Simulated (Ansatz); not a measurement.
`OBB[SiH3]` + HCl → `[SiH3]Cl` + `BBO` at 600 K and 1 bar (cleavage of the Si–B bond).

Gas-phase electronic energies from Ansatz, PBE0-D4/def2-TZVP geometries. CBS: MP2 limit from def2 TZ/QZ plus the TZ coupled-cluster correction, frozen cores. This one scheme is used for every species. One conformer a species, not always the lowest.

```csv
species,CCSD(T)/CBS energy (Eh),H − E (kJ/mol),S (J/(mol·K))
`OBB[SiH3]`,-417.44314,227.4,426.6
HCl,-460.38127,35.4,207.2
`[SiH3]Cl`,-750.69636,99.4,294.6
`BBO`,-127.16606,163.4,327.8
```

H − E and S are ideal-gas, rigid-rotor, harmonic terms from PBE0-D4/def2-TZVP, for one conformer and one mirror image of each species. 1 Eh = 2625.50 kJ/mol, R = 8.31446 J/(mol·K).

Problem. By hand: ΔE, ΔH, ΔS and ΔG.

Solution. ΔE = (-750.69636) + (-127.16606) − (-417.44314) − (-460.38127) = -0.03801 Eh = -99.8 kJ/mol. Δ(H − E) = 99.4 + 163.4 − 227.4 − 35.4 = 0.0, so ΔH = -99.8 kJ/mol. ΔS = 294.6 + 327.8 − 426.6 − 207.2 = -11.4 J/(mol·K). ΔG = -99.8 − 600 × (-11.4)/1000 = -93.0 kJ/mol.

Problem. By hand: the equilibrium constant, and the temperature at which ΔG would vanish if ΔH and ΔS stayed fixed.

Solution. log₁₀ K = −ΔG/(RT ln 10) = 8.1. ΔG = 0 at ΔH/ΔS = 8754 K, far beyond where these terms or the molecules hold.

The number of gas molecules stays the same, so ΔS is small and ΔH decides. A doubt of 5 kJ/mol in ΔE shifts log₁₀ K by 0.4 here. Other conformers and mirror images would add mixing entropy, several J/(mol·K) or more a flexible species. These are equilibria of isolated gas molecules and say nothing of rates. Largest T1 diagnostic: 0.014 (customary marks: 0.02 for closed shells, 0.045 for open ones).
